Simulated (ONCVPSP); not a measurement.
## Reading a pseudo-wave (I (Z = 53))

Columns: radius, all-electron u(r) and pseudo u(r) of the 4s shell (level -180.94 eV) of iodine in the configuration [Ar] 3d10 4s2 4p6 4d10 5s1.75 5p5.25; PBE, scalar-relativistic, ONCV scheme, ONCVPSP 4.0.1.

```csv
r (bohr),all-electron,pseudo
0.070,0.4998,0.2021
0.140,-0.0633,0.3989
0.210,-0.7225,0.5849
0.280,-0.6730,0.7543
0.350,-0.1824,0.9012
0.420,0.4016,1.0205
0.490,0.8815,1.1082
0.560,1.1945,1.1626
0.630,1.3452,1.1833
0.700,1.3694,1.1716
0.770,1.3079,1.1305
0.840,1.1953,1.0633
0.910,1.0586,0.9750
0.980,0.9158,0.8712
1.050,0.7780,0.7591
1.120,0.6518,0.6459
1.190,0.5399,0.5388
1.260,0.4432,0.4431
1.330,0.3611,0.3610
1.400,0.2925,0.2924
1.470,0.2357,0.2356
1.540,0.1892,0.1891
1.610,0.1512,0.1511
1.680,0.1205,0.1205
1.750,0.0958,0.0958
1.820,0.0760,0.0760
```

Problem. How many radial nodes do the two functions have?

Solution. The all-electron 4s function has n − l − 1 = 3 (the table is too coarse to show those close to the nucleus); the pseudo-wave has 0, since the states of the same l below it are removed with the core.

Problem. At about which radius was the pseudo-wave matched?

Solution. 1.30 bohr, where the columns begin to agree (steps of 0.07 bohr).

Problem. Where does each function peak?

Solution. Outermost all-electron maximum near 0.70 bohr, pseudo maximum near 0.63 bohr (to the table’s step).

Problem. Is the pseudo-wave norm-conserving?

Solution. Yes: the ONCV scheme keeps the norm inside the radius equal to the all-electron one, which fixes the energy derivative of the logarithmic derivative at the level.
